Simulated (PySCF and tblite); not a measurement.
The numbers below are computed, except where a source is named.
5 constitutional isomers of C₄H₅Br:

| isomer | SMILES |
| --- | --- |
| A | [CH2:1]=[CH:2]/[CH:3]=[CH:4]\[Br:5] |
| B | [Br:1][CH:2]=[C:3]1[CH2:4][CH2:5]1 |
| C | [Br:1][C@:2]12[CH2:3][C@H:4]1[CH2:5]2 |
| D | [CH3:1][C@@H:2]1[CH:3]=[C:4]1[Br:5] |
| E | [CH2:1]=[CH:2][C:3](=[CH2:4])[Br:5] |

Each isomer is a Boltzmann average at 298.15 K over at most 6 conformers: GFN2-xTB geometries, energies PBE0/pcSseg-1 (D3(BJ) added where defined), GFN2-xTB thermal terms. Programs: PySCF with density fitting and tblite.

(1) Rank the isomers by free energy at 298.15 K.

The search found a single conformer for at least one isomer; other rotamers may be missing.

## Answers

(1) 
```json
{"isomer": "A", "ΔG (kcal/mol)": "0.0", "ΔE, lowest conformer": "0.0", "conformers": "1", "largest weight %": "100", "rms dipole (D)": "1.45"}
{"isomer": "E", "ΔG (kcal/mol)": "0.7", "ΔE, lowest conformer": "0.7", "conformers": "2", "largest weight %": "99", "rms dipole (D)": "1.53"}
{"isomer": "B", "ΔG (kcal/mol)": "15.8", "ΔE, lowest conformer": "14.9", "conformers": "1", "largest weight %": "100", "rms dipole (D)": "2.12"}
{"isomer": "C", "ΔG (kcal/mol)": "24.9", "ΔE, lowest conformer": "22.9", "conformers": "1", "largest weight %": "100", "rms dipole (D)": "1.37"}
{"isomer": "D", "ΔG (kcal/mol)": "31.5", "ΔE, lowest conformer": "31.3", "conformers": "1", "largest weight %": "100", "rms dipole (D)": "1.06"}
```

ΔG is for one enantiomer.
